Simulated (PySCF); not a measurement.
**Spin-rotation constants: SMILES C=C=C=CC(C)(C)F, C7H9F**

Geometry:
```csv
atom,x (Å),y (Å),z (Å)
C1,3.501,0.604,-0.191
C2,2.340,0.004,-0.157
C3,1.233,-0.594,-0.131
C4,0.068,-1.191,-0.096
C5,-1.213,-0.510,0.310
C6,-1.013,0.460,1.470
C7,-1.860,0.171,-0.897
F8,-2.094,-1.507,0.738
H9,3.610,1.637,0.100
H10,4.393,0.088,-0.510
H11,-0.033,-2.228,-0.390
H12,-1.963,0.911,1.746
H13,-0.313,1.237,1.179
H14,-0.613,-0.072,2.331
H15,-2.028,-0.556,-1.688
H16,-1.207,0.957,-1.268
H17,-2.816,0.601,-0.608
```

Level of theory: PySCF 2.14.0, GIAO BHandHLYP/pcSseg-1 magnetisability, rotational g tensor and spin-rotation constants, non-relativistic, gas phase. Geometry: GFN2-xTB.

Problem. Give the nuclear spin-rotation constants along the inertial axes (H = +C I·J) beside the isotropic shieldings.

Solution. Rotational constants 4.4639, 0.9914, 0.9787 GHz. A star marks the isotopologue with that one atom substituted, in its own axes.
```
atom  isotope  Caa (kHz)  Cbb (kHz)  Ccc (kHz)  mean (kHz)  σ (ppm)
  F8      19F      2.865      0.539      0.762       1.388    358.2
  H9       1H     -0.395      0.057     -0.102      -0.146     26.4
 H10       1H      0.019     -0.031     -0.105      -0.039     26.4
 H11       1H     -0.401      0.080     -0.104      -0.142     25.4
 H12       1H     -0.109     -0.055     -0.114      -0.092     30.4
 H13       1H     -0.133     -0.075     -0.089      -0.099     30.3
 H14       1H     -0.504     -0.106      0.027      -0.194     30.2
 H15       1H     -0.487      0.006     -0.086      -0.189     30.1
 H16       1H     -0.167     -0.099     -0.067      -0.111     30.8
 H17       1H     -0.083     -0.070     -0.103      -0.086     30.3
  C1     13C*      1.383      0.348      0.123       0.618     87.5
  C2     13C*      1.870      0.424      0.354       0.882     -3.4
  C3     13C*      1.825      0.394      0.343       0.854      9.2
  C4     13C*      1.563      0.407      0.173       0.714     56.8
  C5     13C*      1.022      0.281      0.257       0.520     90.8
  C6     13C*      0.743      0.140      0.163       0.349    157.6
```
For the geometry as given, no vibrational averaging.

Problem. How do the rotational constants and the g tensor change when H9, H10, H11, H12, H13, H14, H15, H16, H17 are replaced by deuterium?

Solution. Constants 3.5217, 0.8825, 0.8670 GHz; g -0.0308, -0.0069, -0.0020, against -0.0387, -0.0081, -0.0019 before.
